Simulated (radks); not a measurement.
The numbers below are computed, except where a source is named.
Valence configurations of Er II (all share [Xe]). Level of theory: scalar-relativistic Kohn-Sham, BLYP, spin-polarised, spherical densities, point nucleus; open shells are filled with parallel spins first (spin-orbit coupling, left out, can overturn this in heavy ions) (a radial shooting solver on a logarithmic mesh with Libxc functionals). Energies are relative to 4f12 6s1; eigenvalues in eV for spin up.

valence               E (eV)  moment (Bohr magnetons)    e(4f)    e(5d)   e(6p)    e(6s)
4f12 6s1               0.000                        3  -10.222        -       -   -9.388
4f10 6s1 6p2          21.760                        7  -31.995        -  -8.842  -14.040
4f10 6s2 6p1          17.759                        5  -30.892        -  -8.057  -13.076
4f11 6s1 6p1           6.688                        5  -20.393        -  -7.354  -11.802
4f11 6s2               2.939                        3  -19.123        -       -  -10.662
4f11 5d1 6s1           3.816                        5  -16.842   -8.467       -  -10.213
4f11.5 5d0.5 6s1       1.399                        4  -13.421   -7.681       -   -9.832
4f13                   2.813                        1   -4.072        -       -        -
4f12 5d0.5 6s0.5       1.285                        3   -9.446   -6.399       -   -9.026
4f10 5d0.5 6s0.5 6p2  21.356                        7  -30.643  -14.231  -8.541  -13.580

NIST lists [Xe] 4f12 6s1 as the ground configuration; this level of theory agrees among the configurations tried. The energies are those of spherical high-spin densities, not of single terms.
